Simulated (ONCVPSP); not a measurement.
# Configuration tests for ytterbium (ONCV)

Yb, optimised norm-conserving Vanderbilt (ONCV), made with ONCVPSP 4.0.1 (PBEsol, scalar-relativistic). Core [Kr] 4d10 4f13, reference 5s2 5p6 5d1 6s1 (charge +1). Waves: 5s+6s: rc 1.85 bohr, ncon 4, nbas 8, qcut 5.8 1/bohr, 2 projectors; 5p: rc 1.55 bohr, ncon 3, nbas 6, qcut 6.3 1/bohr, 2 projectors, debl 2.7 Ha; 5d: rc 3.20 bohr, ncon 5, nbas 10, qcut 4.7 1/bohr, 3 projectors, debl 0.9 Ha. Local part: polynomial inside 1.45 bohr (lpopt 5, dvloc0 3 Ha). Core correction: polynomial model core, fcfact 0.55.

Energies are relative to the spin-unpolarised reference configuration 5s2 5p6 5d1 6s1; without spin polarisation the order of configurations can differ from experiment.

```csv
valence configuration,charge,ΔE all-electron (eV),error AE − PS (meV)
5s2 5p6 5d1 6s2,0,-7.281,-1.3
5s2 5p6 5d1 6s0,+2,13.048,-16
5s2 5p6 5d0 6s0,+3,32.959,-98
```

Q: What are ΔE and the potential's error for 5s2 5p6 5d1 6s0 6p2?

A: ΔE = -0.385 eV all-electron; the error (AE − PS) is -1.6 meV.

Levels in the configuration 5s2 5p6 5d1 6s2:

```tsv
level	all-electron (eV)	pseudo (eV)
5s	-59.368	-59.294
5p	-31.038	-30.995
5d	-1.880	-1.872
6s	-4.592	-4.588
```
